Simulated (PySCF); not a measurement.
Species: `CC#C[C@H](N)/C=N/C`. The columns A, B, C and D hold Mulliken, IAO, Hirshfeld and ESP-fitted charges (e) of one PBE0/pcSseg-1 density (PySCF), in a shuffled order. Coordinates in Å (GFN2-xTB); the density's dipole moment is (-0.68, 2.06, 0.57) D.

```csv
atom,x,y,z,A,B,C,D
C1,3.378,1.391,-0.529,-0.583,-0.183,-0.097,-0.436
C2,2.243,0.536,-0.258,+0.241,-0.283,-0.051,-0.044
C3,1.320,-0.187,-0.009,-0.459,+0.053,-0.067,-0.079
C4,0.168,-1.049,0.230,+0.395,-0.114,+0.022,-0.026
N5,0.111,-2.107,-0.766,-0.849,-0.388,-0.241,-0.562
C6,-1.064,-0.175,0.286,+0.250,+0.089,+0.040,+0.016
N7,-2.023,-0.380,-0.494,-0.410,-0.422,-0.144,-0.276
C8,-3.192,0.438,-0.456,-0.211,-0.097,-0.072,-0.303
H9,3.178,2.401,-0.170,+0.179,+0.145,+0.059,+0.170
H10,3.567,1.428,-1.601,+0.200,+0.148,+0.060,+0.172
H11,4.264,1.006,-0.026,+0.188,+0.148,+0.060,+0.172
H12,0.291,-1.523,1.218,+0.063,+0.156,+0.054,+0.166
H13,0.078,-1.692,-1.692,+0.341,+0.174,+0.103,+0.251
H14,-0.756,-2.622,-0.645,+0.304,+0.168,+0.103,+0.249
H15,-1.045,0.630,1.038,+0.005,+0.076,+0.037,+0.101
H16,-3.313,0.905,-1.434,+0.132,+0.123,+0.050,+0.159
H17,-4.055,-0.208,-0.287,+0.121,+0.121,+0.049,+0.158
H18,-3.158,1.217,0.319,+0.092,+0.085,+0.033,+0.111
```

Question: Which column most likely holds the ESP-fitted charges?

Answer: A. Σ q r misses the density's dipole by 0.06 D (A), 0.37 D (D), 1.35 D (C), 1.56 D (B). Charges fitted to the outside potential are the only set here that is tied to the molecule's multipoles.

Question: And the Hirshfeld charges?

Answer: C. The mean sizes are 0.075 e (C), 0.165 e (B), 0.192 e (D), 0.279 e (A), and Hirshfeld charges are commonly the smallest of these schemes.

As computed, A = ESP-fitted, B = Mulliken, C = Hirshfeld, D = IAO. Hydrogens on carbon: ESP-fitted +0.01 to +0.20, Mulliken +0.08 to +0.16, Hirshfeld +0.03 to +0.06, IAO +0.10 to +0.17 e.

The IAO scheme projects the occupied orbitals on a minimal set of polarised atomic orbitals and counts the electrons in each atom's part of it. The ESP scheme fits charges at the nuclei, held to the total charge, to the electrostatic potential on points at 1.4 to 2.0 times the van der Waals radii.

Isolated species at its GFN2-xTB geometry (one conformer only).

These values come from a run that also computed NMR shieldings. The run took 35 s wall on an Intel Xeon Platinum 8488C with one thread, shared host with 192 logical CPUs at a one-minute load of 106, and the process peaked at 0.76 GiB of memory.

Conformer computed: `[CH3:1][C:2]#[C:3][C@H:4]([NH2:5])/[CH:6]=[N:7]/[CH3:8]`: C3–C4–C6–N7 123°, H–N5–C4–C3 -57°, H–N5–C4–C3 -173°.
